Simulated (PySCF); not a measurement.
# Bond curve of KAs

Set-up: basis K def2-SVP, As def2-SVP; no relativity; PySCF 2.14. Energies in eV from K + As in their ground configurations at the same level. State: ³Σ⁻ (triplet), unpaired electrons π ↑↑.

All columns are B3LYP. A positive dipole means K(−)As(+).

```
R (Å)  E (eV)  μ (D)  Mulliken charge on K (basis-dependent)  HOMO (eV)  LUMO (eV)  Mayer bond order  ⟨S²⟩
2.716  -0.812  -7.04                                    0.48      -3.53      -1.84              0.87  2.02
2.842  -1.034  -7.40                                    0.47      -3.54      -1.73              0.88  2.02
2.969  -1.154  -7.71                                    0.45      -3.53      -1.64              0.90  2.03
3.063  -1.198  -7.91                                    0.43      -3.52      -1.63              0.91  2.03
3.158  -1.212  -8.08                                    0.41      -3.50      -1.67              0.91  2.04
3.253  -1.204  -8.23                                    0.40      -3.48      -1.71              0.91  2.04
3.379  -1.169  -8.38                                    0.38      -3.45      -1.77              0.91  2.06
3.537  -1.099  -8.49                                    0.36      -3.41      -1.83              0.89  2.08
3.726  -0.993  -8.48                                    0.34      -3.37      -1.89              0.86  2.13
3.979  -0.841  -8.26                                    0.32      -3.33      -1.95              0.79  2.22
```

A fit through these points gives, at Re = 3.167 Å, μ = -8.10 D and dμ/dR = -1.66 D/Å; the reduced mass is 25.63 u.

Q: How strong is the fundamental in the double-harmonic approximation, I = 42.26·(dμ/dR)²/μred km/mol?

A: I = 42.26·(-1.66)²/25.63 = 4.54 km/mol at B3LYP.

⟨S²⟩ of the unrestricted solution departs from its pure value on part of the curve, where spin states mix. Spin–orbit coupling is left out. The state is the lowest determinant that a PBE0 search found; another state may lie lower at other levels.
